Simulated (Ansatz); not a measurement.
Consider the cleavage of the Si–B bond: `B[SiH2]O[SiH2]F` + HCl → `F[SiH2]O[SiH2]Cl` + BH₃.

Computed with Ansatz on PBE0-D4/def2-TZVP structures; ΔE is electronic, products minus reactants. CCSD(T)/CBS is the MP2 limit (def2-TZVPP, def2-QZVPP) plus CCSD(T) − MP2 in def2-TZVPP, frozen cores. This one scheme is used for every species. Each species was taken in one conformer, which may not be the lowest.

`B[SiH2]O[SiH2]F`:

Z-matrix (Å, degrees):
```
Si
O 1 1.651
B 1 2.004 2 114.9
H 1 1.491 2 107.4 3 121.5
H 1 1.490 2 108.1 3 -122.4
Si 2 1.615 1 144.6 3 11.0
H 3 1.196 1 123.9 2 1.0
H 3 1.197 1 118.6 2 -179.3
F 6 1.596 2 109.6 1 53.8
H 6 1.480 2 110.9 1 -63.8
H 6 1.476 2 108.8 1 171.4
```

HCl:

```xyz
2

Cl    0.125   -0.399   -0.483
H    -0.125    0.399    0.483
```

`F[SiH2]O[SiH2]Cl`:

Z-matrix (Å, degrees):
```
Si
O 1 1.624
F 1 1.593 2 109.1
H 1 1.475 2 108.0 3 -117.1
H 1 1.477 2 110.4 3 118.1
Si 2 1.626 1 148.3 3 -64.1
Cl 6 2.050 2 109.9 1 -29.0
H 6 1.477 2 110.0 1 89.5
H 6 1.476 2 108.5 1 -147.0
```

BH₃:

Z-matrix (Å, degrees):
```
B
H 1 1.193
H 1 1.193 2 120.0
H 1 1.193 2 120.0 3 180.0
```

| species | HF/def2-QZVPP energy (Eh) |
| --- | --- |
| `B[SiH2]O[SiH2]F` | -780.62174 |
| HCl | -460.11222 |
| `F[SiH2]O[SiH2]Cl` | -1214.38659 |
| BH₃ | -26.40232 |

(1) Work out ΔE.

Largest T1 diagnostic among the species: 0.012.

Results:

(1) ΔE = (-1214.38659) + (-26.40232) − (-780.62174) − (-460.11222) = -0.05495 Eh = -34.5 kcal/mol. CCSD(T)/CBS gives -30.7 kcal/mol.

From PBE to PBE0 (25 % exact exchange), in def2-TZVPP and without D4, ΔE moves by −1.6 kcal/mol. In def2-TZVPP, CCSD(T) changes the Hartree–Fock value by +4.3 kcal/mol (the triples alone add +0.2 kcal/mol) and MP2 by +1.4 kcal/mol.
